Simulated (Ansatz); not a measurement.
Reaction (ligand exchange at a Ge–C bond): `C=[CH][GeH2][CH2]F` + H₂S → `F[CH2][GeH2][SH]` + ethylene

Gas-phase electronic energies from Ansatz, PBE0-D4/def2-TZVP geometries. CBS: MP2 limit from def2 TZ/QZ plus the TZ coupled-cluster correction, frozen cores. This one scheme is used for every species. DFT in def2-TZVPP. B3LYP here is the variant with VWN-RPA as its local correlation; programs differ in this. For Ge outer-core shells are correlated without core-valence functions, which leaves a few kJ/mol of doubt a bond. Scalar relativity is left out up to krypton. One conformer a species, not always the lowest.

```json
{"level": "PBE-D4", "ΔE (kJ/mol)": "-62.0", "difference from CCSD(T)/CBS": "-4.5"}
{"level": "r2SCAN-D4", "ΔE (kJ/mol)": "-63.3", "difference from CCSD(T)/CBS": "-5.8"}
{"level": "PBE0-D4", "ΔE (kJ/mol)": "-62.8", "difference from CCSD(T)/CBS": "-5.3"}
{"level": "B3LYP-D4", "ΔE (kJ/mol)": "-62.0", "difference from CCSD(T)/CBS": "-4.5"}
{"level": "ωB97X-V", "ΔE (kJ/mol)": "-59.9", "difference from CCSD(T)/CBS": "-2.4"}
{"level": "PBE", "ΔE (kJ/mol)": "-62.8", "difference from CCSD(T)/CBS": "-5.3"}
{"level": "r2SCAN", "ΔE (kJ/mol)": "-63.8", "difference from CCSD(T)/CBS": "-6.3"}
{"level": "PBE0", "ΔE (kJ/mol)": "-63.6", "difference from CCSD(T)/CBS": "-6.1"}
{"level": "HF/def2-TZVPP", "ΔE (kJ/mol)": "-65.9", "difference from CCSD(T)/CBS": "-8.4"}
{"level": "MP2/def2-TZVPP", "ΔE (kJ/mol)": "-56.8", "difference from CCSD(T)/CBS": "0.7"}
{"level": "SCS-MP2/def2-TZVPP", "ΔE (kJ/mol)": "-56.6", "difference from CCSD(T)/CBS": "0.9"}
{"level": "CCSD/def2-TZVPP", "ΔE (kJ/mol)": "-55.8", "difference from CCSD(T)/CBS": "1.7"}
{"level": "CCSD(T)/def2-TZVPP", "ΔE (kJ/mol)": "-55.3", "difference from CCSD(T)/CBS": "2.2"}
{"level": "SCS-MP2/def2-QZVPP", "ΔE (kJ/mol)": "-58.0", "difference from CCSD(T)/CBS": "-0.5"}
{"level": "HF/CBS(def2)", "ΔE (kJ/mol)": "-66.0", "difference from CCSD(T)/CBS": "-8.5"}
{"level": "CCSD/CBS(def2)", "ΔE (kJ/mol)": "-57.9", "difference from CCSD(T)/CBS": "-0.4"}
{"level": "CCSD(T)/CBS", "ΔE (kJ/mol)": "-57.5", "difference from CCSD(T)/CBS": "0"}
```

Largest T1 diagnostic among the species: 0.011.

In def2-TZVPP, CCSD(T) changes the Hartree–Fock value by +10.5 kJ/mol (the triples alone add +0.4 kJ/mol) and MP2 by +9.1 kJ/mol.
